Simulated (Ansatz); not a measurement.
Task: Name a neutral molecule of B, F, O and H with LUMO energy (B3LYP/def2-TZVPP) between -0.25 and 0.05 eV and LUMO energy (ωB97M-V/def2-TZVPP) between 1.55 and 1.85 eV (Ansatz, PBE0-D4/def2-TZVP geometry).

Result: `F[B@H-]1[OH+][B@@H-](F)[OH+]1` (-0.13 eV, 1.65 eV). Other molecules can fit too; these were computed, each in one conformer that needn't be the lowest.

B3LYP here is the variant with VWN-RPA as its local correlation; programs differ in this.
